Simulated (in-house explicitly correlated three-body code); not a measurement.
Results of a calculation; reference values are marked as such.
# Taking the two-electron ground state apart, Z = 1.54

A variational code in 260 exponentially correlated functions gives, for two electrons around a point charge Z = 1.54 (non-relativistic, fixed nucleus, atomic units): E = -1.5619614, <1/r> = 1.228529 per electron, <1/r12> = 0.659947. From its density, U = 1.469907 (Hartree energy) and T_s = 1.528025 (kinetic energy of the doubly filled orbital √(n/2)). Further, <r²> = 2.41142 per electron, <r12²> = 5.13453 and <p1·p2> = 0.100581.

Question: Check the virial theorem, and compare with the screened hydrogenic estimate.

Answer: V = −2Z<1/r> + <1/r12> = -3.783869 + 0.659947 = -3.123922, and 2E = -3.123923, so T = −E = 1.561961. A product of 1s orbitals with exponent Z − 5/16 = 1.2275 gives −1.2275² = -1.50676, which is 55.2 millihartree too high.

Question: Find the exchange and correlation energies of density-functional theory.

Answer: For two electrons in one orbital E_x = −U/2 = -0.734954. The potential part of correlation is U_c = <1/r12> − U − E_x = -0.075007, the kinetic part T_c = T − T_s = 0.033936, and E_c = T_c + U_c = -0.041070 hartree. Restricted Hartree-Fock gives -1.521065, so the correlation energy of wave-function theory is -0.040896.

Question: What do the second moments say about angular correlation and diamagnetism?

Answer: From r12² = r1² + r2² − 2 r1·r2, <r1·r2> = <r²> − <r12²>/2 = -0.15585 bohr². It vanishes for a product of s orbitals, and its negative sign shows that the electrons favour opposite sides of the nucleus. The Langevin susceptibility is −0.79199e-6 × 2<r²> = -3.82e-6 cm³/mol.

Question: How does a model nuclear mass of 3.1 u change the ionisation energy, to first order in m/M (1 hartree = 27.211386 eV)?

Answer: m/M = 1/(3.1 × 1822.8885) = 1.76961e-04. With a fixed nucleus the second electron is bound by −Z²/2 − E = 0.376161 hartree = 10.2359 eV. The reduced mass scales this by 1 − m/M, a change of -1.811 meV. The mass-polarisation term raises the two-electron state by (m/M)<p1·p2> = 17.80 microhartree, a further -0.484 meV. The sum is 10.2336 eV, before relativistic and QED terms.
